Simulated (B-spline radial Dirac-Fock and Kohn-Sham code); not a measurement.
## Core and valence levels of Tb

System: atomic terbium, 1s2 2s2 2p6 3s2 3p6 3d10 4s2 4p6 4d10 4f9 5s2 5p6 5d1 6s1 (not the ground configuration); nuclear rms radius 5.06 fm (A = 159).

Level of theory: multi-electron Dirac-Fock with separately optimised hole states, Breit and Lamb-shift corrections added in first order; a radial finite-basis atomic code. No correlation. Energies are counted from the vacuum level. Subshells whose hole state is unreliable or did not converge are left out.

All terms are in eV, carry their sign (relaxation lowers the binding energy) and add up to the binding energy; ⟨r⟩ is the mean radius of the orbital in the initial state.

```tsv
subshell	−ε (Koopmans)	relaxation	Gaunt	retardation	QED	binding energy	⟨r⟩ (bohr)
K (1s)	52303.9	-82.32	-163.83	14.31	-77.46	51994.5	0.022
L1 (2s)	8789.2	-49.09	-16.89	1.13	-10.63	8713.7	0.091
L2 (2p1/2)	8331.6	-53.12	-29.42	3.24	0.36	8252.6	0.076
L3 (2p3/2)	7583.0	-50.94	-20.72	4.15	-0.80	7514.7	0.083
M1 (3s)	2000.3	-28.07	-2.84	0.15	-2.37	1967.1	0.238
M2 (3p1/2)	1801.3	-28.82	-5.16	0.51	0.04	1767.8	0.228
M3 (3p3/2)	1643.7	-27.78	-3.42	0.73	-0.19	1613.0	0.241
M4 (3d3/2)	1305.6	-29.92	-2.03	0.16	0.20	1274.0	0.214
M5 (3d5/2)	1271.7	-29.52	-1.29	0.17	0.10	1241.1	0.218
N1 (4s)	419.6	-13.09	-0.57	0.03	-0.55	405.4	0.542
N2 (4p1/2)	339.9	-12.74	-1.02	0.11	0.02	326.3	0.554
N3 (4p3/2)	304.5	-11.98	-0.63	0.15	-0.03	292.1	0.583
N4 (4d3/2)	172.3	-11.22	-0.25	0.02	0.04	160.9	0.620
N5 (4d5/2)	165.7	-10.95	-0.10	0.02	0.03	154.7	0.630
N6,7 (4f)	11.61	-8.01	0.12	-0.02	0.02	3.72	0.871
O2 (5p1/2)	33.37	-3.08	-0.11	0.01	0.01	30.20	1.529
O3 (5p3/2)	28.75	-2.79	-0.06	0.02	0.00	25.93	1.631
O4,5 (5d)	3.00	-0.32	0.00	0.00	0.00	2.69	3.994
P1 (6s)	5.03	-0.30	0.00	0.00	-0.01	4.72	4.586
```

For the deepest level, K (1s), the Breit terms make up -0.288 % of the binding energy, QED -0.149 % and orbital relaxation -0.158 %.

Values without a named source are computed, but for edge energies of neutral atoms, which are taken from tables.
